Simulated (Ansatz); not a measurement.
Species: sum formula HSO, net charge 0, doublet state. It need not be the lowest isomer of its formula. SMILES: [S]O
Structure (B3LYP-D3(BJ)/def2-TZVP (Ansatz, a first-principles code) minimum search):
```
O
H 1 0.9684
S 1 1.6399 2 108.98
```
Charge 0, spin multiplicity 2.

Property: vertical electron affinity (to the singlet state of charge -1; a negative value means that the extra electron is unbound and the number depends on the basis; each state is the SCF solution reached for its spin), in eV. Cores are frozen in the correlated levels unless marked. Open shells are spin-unrestricted. No spin-orbit coupling. Non-relativistic. Anions need diffuse functions: aug- sets have them; def2-D sets add few. Basis-set limits of correlation are two-point, X^-3; Hartree-Fock from the larger set.

CCSD(T)/CBS(def2-TZVPPD,def2-QZVPPD) (Ansatz) gives 1.45 eV.

Another calculation gave 1.26 eV. Which level was it?
A. SVWN5/def2-TZVPD (Ansatz)
B. r2SCAN/def2-TZVPD (Ansatz)
C. CAM-B3LYP/def2-TZVPD (Ansatz)

B, r2SCAN/def2-TZVPD (Ansatz). The others give 1.39 (CAM-B3LYP), 1.52 (SVWN5) eV.
